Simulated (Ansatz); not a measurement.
```yaml
crystal:
  periodic: [false, false, false]
  atoms:
    - {symbol: Bi, position_ang: [-1.419947, 0.707628, 0.038895]}
    - {symbol: Bi, position_ang: [1.188820, -1.042407, 0.140971]}
    - {symbol: Te, position_ang: [1.172132, 1.693682, -0.910064]}
    - {symbol: Te, position_ang: [0.801888, -2.803265, -1.949028]}
    - {symbol: Te, position_ang: [-1.742893, 1.444361, 2.679227]}
basis:
  gaussian: {orbitals: def2-TZVPD, initial_orbitals: start.molden}
total_charge: -1
magnetization: {spin_polarized: true, initial_magnetization: 1}
hamiltonian: {xc: {name: CAM-B3LYP}, dispersion: d4}
scf: {omitted_lower_state_checks: [starts]}
output: {orbitals: {seedname: orbitals}}
```

The file start.molden holds the orbitals of an earlier run on this structure, at another level or in another basis.

```sh
$ ansatz run in.yaml --threads 4 --pin off --events-out ev --progress --plain --max-ram 4787MiB
```

**Question.** Does this run fit into the memory that it is given?

**Answer.** No. It has 289 basis functions, and Ansatz plans for 6 GiB where 5 GiB are given.
